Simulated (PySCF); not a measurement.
C6H4OS.
InChI=1S/C6H4OS/c1-3-7-5-2-4-8-6(1)5/h1-4H

All values: CAM-B3LYP/def2-SVPD (PySCF, non-relativistic), on one gas-phase PBE0-D3(BJ)/def2-SVP geometry that isn't relaxed in the solvent. The solvent is an IEF-PCM continuum (cavity from Bondi-type radii × 1.2), and excitations are vertical TDDFT with non-equilibrium linear response and a frozen core. Only the electrostatic response of the medium enters.

Gas-phase singlets (H = HOMO, L = LUMO):

```csv
state,E (eV),λ (nm),f,leading configuration
S1,5.182,239,0.269,H→L 94%
S2,5.652,219,0.107,H-1→L 89%
S3,5.779,215,0.000,H→L+1 89%
S4,6.030,206,0.000,H-1→L+1 73%
S5,6.212,200,0.015,H→L+2 64%
```

Q: Give the list for chloroform (ε = 4.711), n² = 2.09.

A: 
| state | E (eV) | λ (nm) | f | leading configuration | change by rank (eV) |
| --- | --- | --- | --- | --- | --- |
| S1 | 5.074 | 244 | 0.361 | H→L 96% | -0.108 |
| S2 | 5.626 | 220 | 0.151 | H-1→L 91% | -0.026 |
| S3 | 5.811 | 213 | 0.001 | H→L+1 89% | +0.032 |
| S4 | 6.095 | 203 | 0.002 | H-1→L+1 53% | +0.065 |
| S5 | 6.139 | 202 | 0.013 | H→L+2 52% | -0.073 |

Q: The ground-state energy changes by -0.115 eV from gas to chloroform. By how much does the total energy of gas-phase S1 change?

A: E(S1) = E(S0) + excitation energy, so it changes by -0.115 − 0.108 = -0.223 eV: it is lowered more than the ground state, which is what a red shift means. This is the vertical state, with the slow part of the continuum still set for S0.

Q: How do the frontier levels move from gas to chloroform?

A: 
| orbital | gas (eV) | solvent (eV) | change (eV) |
| --- | --- | --- | --- |
| LUMO+2 | 1.38 | 1.42 | +0.04 |
| LUMO+1 | 1.14 | 1.22 | +0.08 |
| LUMO | 0.37 | 0.39 | +0.02 |
| HOMO | -7.49 | -7.47 | +0.02 |
| HOMO-1 | -8.24 | -8.26 | -0.02 |
| HOMO-2 | -9.89 | -9.88 | +0.01 |
| HOMO-3 | -11.23 | -11.23 | 0.00 |

The HOMO–LUMO gap goes from 7.87 to 7.87 eV.
